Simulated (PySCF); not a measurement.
Method: PBE-D3(BJ)/def2-TZVP // PBE-D3(BJ)/def2-SVP (PySCF). Gas-phase values, no solvent. 

Reference species (SMILES): `c12ccoc2cco1` (neutral, multiplicity 1).

S1 oscillator strength: 0.489
LUMO: -1.27 eV
HOMO–LUMO gap: 3.81 eV
hole reorganisation energy (four-point): 0.263 eV

Changed species: `O=S1(=O)C=CC2=C1C=CS2(=O)=O` (E = S(=O)(=O); the reference has E = O).

Task: Give the shifts of the S1 oscillator strength, LUMO, HOMO–LUMO gap and hole reorganisation energy (four-point).

Result: the S1 oscillator strength falls by 0.421, to 0.068; the LUMO falls by 3.23 eV, to -4.50 eV; the HOMO–LUMO gap drops by 1.73 eV, to 2.08 eV; the hole reorganisation energy (four-point) goes up by 0.018 eV, to 0.281 eV.
